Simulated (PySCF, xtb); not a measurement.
(1Z,3Z)-1,4-dichlorobuta-1,3-diene (C₄H₄Cl₂), SMILES Cl/C=C\C=C/Cl.

GFN2-xTB in xtb at its own geometry gives an orbital gap of 3.10 eV and a dipole moment of 0.00 D.

The structure is a stationary point at PBE0-D3(BJ)/def2-SVP. One conformer was computed; it need not be the lowest.

Question: What does B3LYP/def2-TZVP (PySCF) give? (An estimate is asked for; the answer gives what the named calculation found.)

Answer: gap 4.85 eV (levels -6.55 and -1.70 eV), dipole 0.00 D.
